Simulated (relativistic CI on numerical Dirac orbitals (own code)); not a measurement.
# Mn²⁺: M2,3 absorption edge

Computed with this model: Dirac-Coulomb-Breit CI, KLI orbitals optimised for each configuration, QED by a radiative potential, valence Slater integrals scaled by 0.8, multiplet model of core-to-valence dipole absorption; configurations [Ar] 3d5 → [Ne] 3s2 3p5 3d6; 300 K; Lorentzian 1.2 eV and Gaussian 0.3 eV FWHM. Energies are those of the free ion, without screening or charge transfer. The branching ratio is the share of the lower-energy edge in the whole absorption, uncertain by about 0.02 where the edges overlap. S is read from ⟨S²⟩ = S(S + 1).

Field parameters in Wybourne normalisation: Oh B⁴₀ = 21Dq, B⁴₄ = √(5/14) B⁴₀. The field is a parameter set, without covalency.

free ion: ground-state S = 2.50, centroid 53.67 eV. Peaks (eV, height): 53.8 (100).

Oh, 10Dq = 11400 cm⁻¹: ground-state S = 2.50, centroid 53.67 eV. Peaks (eV, height): 53.8 (100).

Oh, 10Dq = 15500 cm⁻¹: ground-state S = 2.50, centroid 53.67 eV. Peaks (eV, height): 54.0 (100).

Oh, 10Dq = 19600 cm⁻¹: ground-state S = 2.50, centroid 53.67 eV. Peaks (eV, height): 48.8 (7), 54.0 (100).

Oh, 10Dq = 23700 cm⁻¹: ground-state S = 0.51, centroid 59.43 eV. Peaks (eV, height): 49.0 (15), 51.5 (16), 55.2 (38), 57.0 (51), 60.5 (100), 62.5 (29), 66.2 (55).

Oh, 10Dq = 27750 cm⁻¹: ground-state S = 0.50, centroid 59.62 eV. Peaks (eV, height): 48.8 (18), 52.0 (18), 56.0 (50), 58.0 (59), 61.2 (100), 63.5 (25), 66.8 (51).

Strongest unbroadened transitions for Oh, 10Dq = 27750 cm⁻¹:

| Energy (eV) | Relative strength |
| --- | --- |
| 48.76 | 32.8 |
| 54.45 | 25.7 |
| 56.27 | 25.7 |
| 56.31 | 33.1 |
| 57.83 | 50.5 |
| 58.11 | 31.7 |
| 59.24 | 28.7 |
| 59.48 | 33.5 |
| 60.20 | 25.5 |
| 60.26 | 25.8 |
| 61.16 | 99.8 |
| 61.32 | 64.1 |
| 61.48 | 83.5 |
| 61.51 | 52.2 |
| 63.67 | 34.5 |
| 66.81 | 100.0 |
| 67.04 | 33.8 |
| 67.18 | 29.3 |
